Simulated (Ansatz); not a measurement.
# Molecular dynamics of BrH$_{5}$Si

The input (input.yaml):

```yaml
crystal:
  periodic: [false, false, false]
  atoms:
    - { symbol: Si, position_ang: [-0.184687, 0.0, -0.051578] }
    - { symbol: H, position_ang: [0.047112, 0.0, 1.689657] }
    - { symbol: H, position_ang: [1.314617, 0.0, 0.038208] }
    - { symbol: H, position_ang: [-0.546038, 1.2929, -0.664795] }
    - { symbol: H, position_ang: [-0.546038, -1.2929, -0.664795] }
    - { symbol: Br, position_ang: [-2.657585, 0.0, 1.054934] }
    - { symbol: H, position_ang: [-0.83988, 0.0, 1.692372] }
basis:
  gaussian: { orbitals: def2-SVP }
hamiltonian:
  xc: b3lyp
  dispersion: d4
md:
  timestep: 0.5
  n_steps: 200
  ensemble: nve
  temperature: 100.0
  initial_velocities: maxwell_boltzmann
  seed: 10546
```

Command:

```bash
$ ansatz run input.yaml --threads 1 --pin off --max-ram 2048MiB --backend cpu --events-out ev --progress --plain --runs-dir out
```

It starts at the highest image of a converged band. Of that band: Neighbouring images differ by up to 1.3 eV, so the band resolves the path poorly. A vibrational analysis at the climbing image gives 2 clearly imaginary modes (913i, 121i cm⁻¹): a point of higher order, so a lower path passes nearby.

Output, in part (step lines, the closing report, with atoms numbered from 0):

```
md step     0: t =     0.00 fs  T =   100.0 K  F+E_penalty+E_count = -77993.98558262 eV  E_kin = 0.064630 eV  conserved = -77993.92095262 eV  (25 SCF iters)
md step     1: t =     0.50 fs  T =    98.4 K  F+E_penalty+E_count = -77993.98452168 eV  E_kin = 0.063572 eV  conserved = -77993.92095004 eV  (22 SCF iters)
md step     2: t =     1.00 fs  T =    93.8 K  F+E_penalty+E_count = -77993.98158353 eV  E_kin = 0.060645 eV  conserved = -77993.92093827 eV  (22 SCF iters)
md step     3: t =     1.50 fs  T =    86.7 K  F+E_penalty+E_count = -77993.97697384 eV  E_kin = 0.056056 eV  conserved = -77993.92091786 eV  (22 SCF iters)
md step     4: t =     2.00 fs  T =    77.6 K  F+E_penalty+E_count = -77993.97103368 eV  E_kin = 0.050143 eV  conserved = -77993.92089084 eV  (22 SCF iters)
md step     5: t =     2.50 fs  T =    67.1 K  F+E_penalty+E_count = -77993.96420738 eV  E_kin = 0.043348 eV  conserved = -77993.92085962 eV  (22 SCF iters)
md step     6: t =     3.00 fs  T =    56.0 K  F+E_penalty+E_count = -77993.95700532 eV  E_kin = 0.036179 eV  conserved = -77993.92082672 eV  (22 SCF iters)
md step     7: t =     3.50 fs  T =    45.1 K  F+E_penalty+E_count = -77993.94996253 eV  E_kin = 0.029168 eV  conserved = -77993.92079489 eV  (22 SCF iters)
[... lines left out ...]
Total energy: -77995.39915728 eV, -2866.2780518497 hartree
Atom 0 at     1.098471     0.013236    -0.590076 Å, force     1.245184    -0.260756     0.319217 eV/Å
Atom 1 at     2.429341     0.073321     0.183618 Å, force    -0.749421    -0.109523    -0.172523 eV/Å
Atom 2 at     1.551176    -0.093701    -2.008551 Å, force    -0.292656     0.073074    -0.081771 eV/Å
Atom 3 at     0.349044     1.242236    -0.302558 Å, force    -0.245931     0.325278    -0.069656 eV/Å
Atom 4 at     0.295590    -1.178075    -0.206272 Å, force     0.015839    -0.028361     0.015531 eV/Å
Atom 5 at    -3.124892    -0.006968     1.300684 Å, force    -1.222709     0.235220    -2.178860 eV/Å
Atom 6 at    -3.903468     0.139797    -0.052439 Å, force     1.249695    -0.234932     2.168063 eV/Å
Dipole moment:    -0.187350     0.022889    -0.184407 e Å
```

The steps, from the saved trajectory:

| time (fs) | T (K) | potential energy less start (eV) | conserved less start (meV/atom) |
| --- | --- | --- | --- |
| 0 | 100 | 0.000 | 0.00 |
| 3 | 56 | 0.029 | 0.02 |
| 6 | 18 | 0.053 | 0.03 |
| 9 | 52 | 0.031 | 0.01 |
| 12 | 81 | 0.012 | 0.01 |
| 15 | 79 | 0.014 | 0.02 |
| 18 | 116 | -0.010 | 0.05 |
| 21 | 340 | -0.155 | 0.06 |
| 24 | 805 | -0.456 | -0.07 |
| 27 | 858 | -0.490 | -0.08 |
| 30 | 1312 | -0.785 | -0.28 |
| 33 | 1472 | -0.887 | -0.10 |
| 36 | 1354 | -0.810 | 0.12 |
| 39 | 1991 | -1.225 | -0.36 |
| 42 | 1825 | -1.114 | 0.16 |
| 45 | 2128 | -1.312 | -0.24 |
| 48 | 1895 | -1.160 | 0.03 |
| 51 | 2099 | -1.292 | -0.07 |
| 54 | 2259 | -1.395 | -0.02 |
| 57 | 2427 | -1.506 | -0.34 |
| 60 | 2126 | -1.309 | 0.03 |
| 63 | 2240 | -1.383 | -0.04 |
| 66 | 2437 | -1.512 | -0.25 |
| 69 | 2389 | -1.479 | 0.07 |
| 72 | 2474 | -1.536 | -0.24 |
| 75 | 2044 | -1.256 | 0.12 |
| 78 | 2507 | -1.557 | -0.25 |
| 81 | 2218 | -1.368 | 0.18 |
| 84 | 2553 | -1.588 | -0.33 |
| 87 | 2262 | -1.398 | -0.04 |
| 90 | 2210 | -1.363 | 0.05 |
| 93 | 2556 | -1.590 | -0.35 |
| 96 | 2257 | -1.394 | 0.03 |
| 99 | 2369 | -1.468 | -0.11 |

The run went to its last step. The conserved energy stayed within 0.45 meV per atom of its start (net change -0.045 meV per atom), so the integration is sound. The kinetic energy rose, since the run started high on the potential surface and went downhill. It ends in pieces (BrH + H4Si), so much of that is their flight and rotation, not heat. A run of 0.1 ps of so small a system gives no equilibrium averages. The orbitals stay closed-shell, which can raise the energy where a bond breaks towards radicals; this wasn't checked here.

Between its relaxed ends the band would form Si1–Br6, H2–H7 and break Si1–H2, Br6–H7. These pairs go: Si1–Br6 2.71 → 4.63 Å, H2–H7 0.89 → 6.34 Å, Si1–H2 1.76 → 1.54 Å, Br6–H7 1.93 → 1.57 Å. In the last frame they stand as before the step (other bonds may differ from the relaxed reactants and products). It ends as BrH + H4Si. Pairs count as bonded within 1.25 times the sum of covalent radii (0.12 Å more for H–H).

Last frame:

```xyz
7
Properties=species:S:1:pos:R:3
Si 1.099 0.013 -0.590
H 2.429 0.073 0.184
H 1.551 -0.094 -2.009
H 0.349 1.242 -0.303
H 0.296 -1.178 -0.206
Br -3.125 -0.007 1.301
H -3.904 0.140 -0.052
```

Run time: 8.5 min on 1 thread of Arm Neoverse V1, on a shared host, peak memory 0.14 GiB.
